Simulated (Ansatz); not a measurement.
Born–Oppenheimer molecular dynamics of Cl3FHf (5 atoms, charge 0, multiplicity 1). It starts from a relaxed structure.

Level of theory: RKS PBE0/def2-SVP in Ansatz 0.2.0.

| Property | Result |
| --- | --- |
| ensemble | NVT, Langevin thermostat |
| time step | 2 fs |
| steps asked | 500 |
| set temperature | 300 K |
| friction | 0.05 /fs |
| seed | 426443 |

First frame:

```xyz
5
Properties=species:S:1:pos:R:3
Hf 0.000 0.000 -0.034
F 0.000 0.000 1.856
Cl 2.209 0.000 -0.786
Cl -1.104 1.913 -0.786
Cl -1.104 -1.913 -0.786
```

Q: How far do the bonds stretch over the last three quarters of this one trajectory? (Pairs bonded in most of those frames.)

A: 
```json
{"bond": "Hf1–F2", "mean (Å)": "1.898", "spread (Å)": "0.028", "shortest": "1.82", "longest": "1.97"}
{"bond": "Hf1–Cl3", "mean (Å)": "2.334", "spread (Å)": "0.045", "shortest": "2.20", "longest": "2.43"}
{"bond": "Hf1–Cl4", "mean (Å)": "2.345", "spread (Å)": "0.036", "shortest": "2.27", "longest": "2.44"}
{"bond": "Hf1–Cl5", "mean (Å)": "2.336", "spread (Å)": "0.034", "shortest": "2.24", "longest": "2.41"}
```

Mean temperature of the second half: 316 K. A run of 1 ps of so small a system gives no equilibrium averages.

Run time: 28 min on 2 threads of Arm Neoverse V1, on a shared host, peak memory 0.19 GiB.
